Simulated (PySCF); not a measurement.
H$_{3}$FOSeSi, singlet, geometry from GFN2-xTB; CASCI(2,2)/STO-3G (PySCF).

Input for PySCF:
```python
from pyscf import gto, scf, mcscf
import numpy

mol = gto.Mole()
mol.atom = '''
    Se   -0.21996219    0.50407017    0.85703105
    F    -1.85031346    0.16979005    0.10386813
    O     0.71681567   -0.66962581   -0.06220884
    Si    1.06435174   -0.77465380   -1.67569757
    H    -0.16818257   -1.02746843   -2.41430702
    H     1.97472732   -1.90714851   -1.57775460
    H     1.68954113    0.47028017   -2.12437046
'''
mol.basis = 'sto-3g'
mol.verbose = 4
mol.build()

mf = scf.RHF(mol)
mf.kernel()
mc = mcscf.CASCI(mf, 2, 2)
mc.fix_spin_(ss=0.0)
mc.kernel()
occ = numpy.linalg.eigvalsh(mc.fcisolver.make_rdm1(mc.ci, mc.ncas, mc.nelecas))[::-1]
ss = mc.fcisolver.spin_square(mc.ci, mc.ncas, mc.nelecas)[0]
print('natural occupations', occ.round(4), ' <S^2>', round(ss, 4))
```

What the program printed (banner, timings and long lists left out):

```
PySCF version 2.14.0

[INPUT] verbose = 4
[INPUT] num. atoms = 7
[INPUT] num. electrons = 68
[INPUT] charge = 0
[INPUT] spin (= nelec alpha-beta = 2S) = 0
[INPUT] symmetry False subgroup None
[INPUT] Mole.unit = angstrom
[INPUT] Symbol           X                Y                Z      unit          X                Y                Z       unit  Magmom
[INPUT]  1 Se    -0.219962190000   0.504070170000   0.857031050000 AA   -0.415668296860   0.952554568863   1.619553964748 Bohr   0.0
[INPUT]  2 F     -1.850313460000   0.169790050000   0.103868130000 AA   -3.496585683996   0.320856693176   0.196282318771 Bohr   0.0
[INPUT]  3 O      0.716815670000  -0.669625810000  -0.062208840000 AA    1.354585298097  -1.265409386840  -0.117557670127 Bohr   0.0
[INPUT]  4 Si     1.064351740000  -0.774653800000  -1.675697570000 AA    2.011333288804  -1.463883523354  -3.166609474899 Bohr   0.0
[INPUT]  5 H     -0.168182570000  -1.027468430000  -2.414307020000 AA   -0.317818996225  -1.941633934337  -4.562379048415 Bohr   0.0
[INPUT]  6 H      1.974727320000  -1.907148510000  -1.577754600000 AA    3.731693805496  -3.603988362772  -2.981524085773 Bohr   0.0
[INPUT]  7 H      1.689541130000   0.470280170000  -2.124370460000 AA    3.192770011888   0.888700723114  -4.014478356516 Bohr   0.0

nuclear repulsion = 359.133847856162
number of shells = 22
number of NR pGTOs = 120
number of NR cGTOs = 40
basis = sto-3g
ecp = {}

******** <class 'pyscf.scf.hf.RHF'> ********
method = RHF
initial guess = minao
damping factor = 0
level_shift factor = 0
DIIS = <class 'pyscf.scf.diis.CDIIS'>
diis_start_cycle = 1
diis_space = 8
diis_damp = 0
SCF conv_tol = 1e-09
SCF conv_tol_grad = None
SCF max_cycles = 50
direct_scf = True
direct_scf_tol = 1e-13
Set gradient conv threshold to 3.16228e-05
Initial guess from minao.
init E= -2829.09758509228
  HOMO = -0.461315950597301  LUMO = -0.25965522572223  gap/eV = 5.48747
cycle= 1 E= -2832.65742408507  delta_E= -3.56  |g|= 0.366  |ddm|= 3.37
  HOMO = -0.209431149122944  LUMO = 0.319372386082171  gap/eV = 14.38948
cycle= 2 E= -2832.72309610343  delta_E= -0.0657  |g|= 0.0948  |ddm|= 0.744
  HOMO = -0.236168558193323  LUMO = 0.298382841356545  gap/eV = 14.54588
cycle= 3 E= -2832.72795291565  delta_E= -0.00486  |g|= 0.0342  |ddm|= 0.191
  HOMO = -0.238183905872259  LUMO = 0.293499828096375  gap/eV = 14.46785
cycle= 4 E= -2832.72869660505  delta_E= -0.000744  |g|= 0.00806  |ddm|= 0.082
  HOMO = -0.240353958723645  LUMO = 0.293292838211548  gap/eV = 14.52127
cycle= 5 E= -2832.72875089487  delta_E= -5.43e-05  |g|= 0.00166  |ddm|= 0.0246
  HOMO = -0.239926047292313  LUMO = 0.293235500397642  gap/eV = 14.50806
cycle= 6 E= -2832.72875363297  delta_E= -2.74e-06  |g|= 0.000475  |ddm|= 0.00595
  HOMO = -0.239952301052279  LUMO = 0.293270876179162  gap/eV = 14.50974
cycle= 7 E= -2832.72875390327  delta_E= -2.7e-07  |g|= 0.000149  |ddm|= 0.00207
  HOMO = -0.239946431530552  LUMO = 0.293266348457215  gap/eV = 14.50946
cycle= 8 E= -2832.72875393248  delta_E= -2.92e-08  |g|= 3.51e-05  |ddm|= 0.000738
  HOMO = -0.239946584191279  LUMO = 0.293266581976585  gap/eV = 14.50947
cycle= 9 E= -2832.72875393409  delta_E= -1.61e-09  |g|= 1.01e-05  |ddm|= 0.000158
  HOMO = -0.239946130323214  LUMO = 0.293266886873893  gap/eV = 14.50947
cycle= 10 E= -2832.72875393421  delta_E= -1.25e-10  |g|= 2.52e-06  |ddm|= 4.44e-05
  HOMO = -0.239946137653075  LUMO = 0.29326685983887  gap/eV = 14.50946
Extra cycle  E= -2832.72875393423  delta_E= -1.64e-11  |g|= 1.51e-06  |ddm|= 6.01e-06
converged SCF energy = -2832.72875393423

******** <class 'pyscf.mcscf.casci.CASCI'> ********
CAS (1e+1e, 2o), ncore = 33, nvir = 5
natorb = False
canonicalization = True
sorting_mo_energy = False
******** <class 'pyscf.fci.addons.SpinPenaltyFCISolver'> ********
max. cycles = 200
conv_tol = 1e-08
davidson only = True
linear dependence = 1e-12
level shift = 0.001
max iter space = 12
nroots = 1
pspace_size = 400
spin = None
Density matrix diagonal elements [1.99748135 0.00251865]
CASCI converged
CASCI E = -2832.72942817691  E(CI) = -0.884402705231878  S^2 = 0.0000000
natural occupations [1.9975 0.0025]  <S^2> 0.0
```
